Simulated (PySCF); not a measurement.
All values below come from B3LYP-D3(BJ)/def2-TZVP // PBE0-D4/def2-TZVP run with PySCF. Isolated molecules, 0 K electronic values unless said otherwise. B3LYP has the VWN-RPA correlation part, as in Gaussian. Excitations are Tamm–Dancoff values on a coarser integration grid. The basis has no diffuse functions, so Rydberg states are missing or too high.

Reference species (SMILES): `[F][In]([Cl])[Cl]` (neutral, multiplicity 1).

The LUMO is -3.34 eV. The S1 excitation (TDA) comes out as 4.94 eV. The T1 excitation (TDA) comes out as 4.55 eV.

Changed species: `[F][In]([F])[Cl]` (1 of 3 F replaced by Cl; the reference has 2 of 3 F replaced by Cl).

Question: Predict the effect on the LUMO, S1 excitation (TDA) and T1 excitation (TDA).

Answer: the LUMO decreases by 0.21 eV, to -3.55 eV; the S1 excitation (TDA) rises by 0.03 eV, to 4.97 eV; the T1 excitation (TDA) is nearly the same.
